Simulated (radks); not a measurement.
Spherical jellium clusters: N electrons in a uniform positive sphere of charge N and radius rs N^(1/3), rs = 3.45 bohr. Calculated with a radial shooting solver with Libxc functionals: non-relativistic Kohn-Sham, LDA (Slater exchange, Perdew-Wang correlation), spin-polarised, spherical densities. Levels are named by radial order and angular momentum (1s, 1p, 1d, 2s, ...), and open shells are averaged over m.

N = 24, configuration 1s2 1p6 1d10 2s2 1f(up 4, down 0). This is the lowest configuration that the search found. Occupied and some empty levels:

level,occupation,eigenvalue (eV),<r> (bohr)
1s up,1,-6.2705,6.188
1s down,1,-6.0993,5.970
1p up,3,-5.3516,7.276
1p down,3,-5.1116,7.173
1d up,5,-4.1755,8.065
1d down,5,-3.9014,8.036
2s up,1,-3.5513,6.658
2s down,1,-3.4088,6.779
1f up,4,-2.8010,8.781
1f down,0,-2.5176,8.816
2p up,0,-2.0433,8.303
2p down,0,-1.9023,8.397
1g up,0,-1.2928,9.581
1g down,0,-1.0235,9.709
2d up,0,-0.74030,10.79
2d down,0,-0.61671,11.10

Energy (eV): total -42.4107, kinetic 54.985, external -1858.1, Hartree 914.87, exchange-correlation -99.150, background 945.01.
